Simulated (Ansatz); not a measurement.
Ideal-gas functions of `[SeH][SiH2]Br` at 400 K and 1 bar, from an Ansatz frequency run at PBE0-D4/def2-TZVP.

Molar mass 189.97 g/mol, point group C1 (symmetry number 1), electronic degeneracy 1, moments of inertia 48.477, 565.675, 604.329 u Å². Harmonic wavenumbers (cm⁻¹, unscaled): 109, 177, 371, 456, 463, 646, 746, 829, 921, 2252, 2269, 2444.

Use S(trans) = R[1.5 ln M + 2.5 ln T − 1.1517]; rotational temperatures θ = 24.2544 K / I; S(rot) = R[ln(√π/σ · √(T³/θAθBθC)) + 1.5]; for each mode x = 1.438777 ν̃/T, S = R[x/(eˣ − 1) − ln(1 − e⁻ˣ)] and H = RT x/(eˣ − 1); 1 cm⁻¹ = 0.0119627 kJ/mol; R = 8.31446 J/(mol·K).

Task: By hand: the entropy, in J/(mol·K).

Result: Translation 180.4. Rotation: θ = 0.5003, 0.0429, 0.0401 K, giving 121.3. Vibration, mode by mode: 16.15, 12.21, 6.51, 5.07, 4.97, 2.95, 2.22, 1.76, 1.35, 0.02, 0.02, 0.01, in all 53.3. Electronic 0.0. Sum 355.0 J/(mol·K).

Task: By hand: H − E and G − E in kJ/mol, counted from the electronic energy.

Result: Zero-point energy ½ × 11683 × 0.0119627 = 69.9; thermal vibration 11.7; translation, rotation and pV give 4 RT = 13.3. H − E = 94.9 kJ/mol, and G − E = 94.9 − 400 × 355.0/1000 = -47.1 kJ/mol.

Vibration gives 15 % of the entropy, 16.2 J/(mol·K) of it from the mode under 150 cm⁻¹: soft modes count most, and the harmonic formula is weakest for them. The sum counts one conformer and one mirror image; others add a mixing term.
